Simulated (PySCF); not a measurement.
# Aluminium: a sound run and one with changed settings

Sound run: Al⁺ [Ne] 3s2, Al²⁺ [Ne] 3s1. Computed with PySCF 2.14 in cc-pVTZ-DK, with scalar relativity by spin-free X2C-1e. The sound run starts from symmetry-adapted Hartree-Fock orbitals and uses a fine grid where one is needed.

Changed run: radial step 0.3 in ln r (0.13 in the sound run). This setting is unsound on purpose.

```
species  method  sound run (hartree)  changed run (hartree)  converged
    Al⁺     UHF           -242.10908             -242.10908        yes
    Al⁺     PBE           -242.44816             -242.44837        yes
    Al⁺    PBE0           -242.46855             -242.46878        yes
   Al²⁺     UHF           -241.46416             -241.46416        yes
   Al²⁺     PBE           -241.75796             -241.75815        yes
   Al²⁺    PBE0           -241.78218             -241.78233        yes
```

Ionisation energy of Al⁺:

| method | sound run (eV) | changed run (eV) |
| --- | --- | --- |
| UHF | 17.549 | 17.549 |
| PBE | 18.781 | 18.782 |
| PBE0 | 18.677 | 18.679 |

A coarse radial grid mis-integrates the density and the exchange-correlation energy, with errors of either sign; Hartree-Fock needs no grid.

For comparison, NIST gives 18.829 eV between the lowest levels.
